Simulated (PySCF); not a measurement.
Electron correlation in Al(2+) (aluminium, charge +2)

[Ne] 3p1, 2P determinant (an excited configuration). Calculation: PySCF 2.14, in aug-cc-pCVTZ-DK; scalar relativity by spin-free X2C-1e. Frozen: 1s2; 9 electrons correlated.

```
  level  correlation energy (mhartree)
   CCSD                        -276.02
    (T)                          -1.90
CCSD(T)                        -277.92
```

Diagnostics: T1 = 0.0026, D1 = 0.0088, largest double amplitude 0.013.

Cost of the coupled-cluster step: roughly 22 core-seconds, for 9 correlated electrons.

Iterations:

```
CC2 = 0
CCSD nocc = (np.int64(5), np.int64(4)), nmo = (74, 74)
frozen orbitals [[0], [0]]
max_cycle = 100
direct = 0
conv_tol = 1e-08
conv_tol_normt = 1e-06
diis_space = 8
diis_start_cycle = 0
Init t2, MP2 energy = -0.270959020508716
Init E_corr(UCCSD) = -0.270959020514003
cycle = 1  E_corr(UCCSD) = -0.274890969126439  dE = -0.00393194861  norm(t1,t2) = 0.0104541
cycle = 2  E_corr(UCCSD) = -0.275893569943613  dE = -0.00100260082  norm(t1,t2) = 0.00253043
cycle = 3  E_corr(UCCSD) = -0.27602902788022  dE = -0.000135457937  norm(t1,t2) = 0.000893467
cycle = 4  E_corr(UCCSD) = -0.276023516596098  dE = 5.51128412e-06  norm(t1,t2) = 0.000107942
cycle = 5  E_corr(UCCSD) = -0.276017237870632  dE = 6.27872547e-06  norm(t1,t2) = 1.86278e-05
cycle = 6  E_corr(UCCSD) = -0.276017402278727  dE = -1.64408095e-07  norm(t1,t2) = 1.8917e-06
cycle = 7  E_corr(UCCSD) = -0.276017395711309  dE = 6.56741783e-09  norm(t1,t2) = 7.35362e-06
cycle = 8  E_corr(UCCSD) = -0.27601747307448  dE = -7.73631704e-08  norm(t1,t2) = 1.18462e-06
cycle = 9  E_corr(UCCSD) = -0.276017471601409  dE = 1.47307067e-09  norm(t1,t2) = 3.02243e-08
UCCSD converged
E(UCCSD) = -241.4977049285474  E_corr = -0.2760174716014092
UCCSD(T) correction = -0.00189626954054082
```
